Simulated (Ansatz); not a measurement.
Ansatz (a first-principles code) input:
A basis named .json is the Basis Set Exchange file of that set.

Ansatz 0.2 input:
```yaml
crystal:
  periodic: [false, false, false]
  atoms:
    - {symbol: N, position_ang: [-1.05680351, 0.25284490, -0.05704666]}
    - {symbol: C, position_ang: [0.37648253, 0.45507724, -0.05035200]}
    - {symbol: O, position_ang: [1.00952981, -0.60916002, 0.00889062]}
    - {symbol: H, position_ang: [-1.36052142, -0.66151563, 0.30999442]}
    - {symbol: H, position_ang: [-1.57698767, 1.03441814, 0.32031923]}
basis:
  gaussian:
    orbitals: cc-pwCVTZ.json
total_charge: -1
magnetization: {spin_polarized: false}
correlation: {method: ccsd_t, electrons: outside_noble_gas}
```

Q: What final total energy does it print?

A: -169.00012 Eh (CCSD(T)/cc-pwCVTZ).

It need not be the lowest isomer of its formula. Whether it binds its extra electron was not tested at this geometry.
